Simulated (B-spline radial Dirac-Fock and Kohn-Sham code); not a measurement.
## W⁵⁺ 4f5/2: cross section and angular parameters

System: W⁵⁺ in the configuration 1s2 2s2 2p6 3s2 3p6 3d10 4s2 4p6 4d10 4f14 5s2 5p6 5d1; threshold 108.0 eV (orbital energy of the model). The computed values come from a radial B-spline solver: Dirac-Hartree-Slater photoionisation with a Latter tail; cross sections with all multipoles, angular parameters from the dipole term and its interference with E2.

```
hν (eV)  σ (kb)      β       γ      δ
    127    1890  0.801   0.010  0.004
    182    2780  0.330  -0.001  0.012
    319    2130  0.469   0.003  0.023
    400    1570  0.586   0.008  0.028
    650     605  0.833   0.042  0.043
    679     546  0.853   0.047  0.045
    754     422  0.896   0.063  0.049
    953       ?      ?       ?      ?
 1253.6     101  1.040   0.206  0.077
 1486.9    59.3  1.060   0.282  0.090
   1850    29.0  1.065   0.400  0.108
   1920    25.5  1.064   0.422  0.112
 2984.4    5.37  1.005   0.716  0.163
   5900   0.383  0.819   1.207  0.296
   6000   0.358  0.814   1.219  0.301
   6080   0.339  0.810   1.228  0.304
   7150   0.174  0.759   1.340  0.350
   7880   0.116  0.729   1.407  0.381
 8047.8   0.106  0.723   1.421  0.388
 9251.7  0.0588  0.680   1.515  0.437
  12900  0.0138  0.578   1.719  0.575
```

**Question.** Give the values at 953 eV.

**Answer.** σ = 226 kb, β = 0.978, γ = 0.114, δ = 0.061.
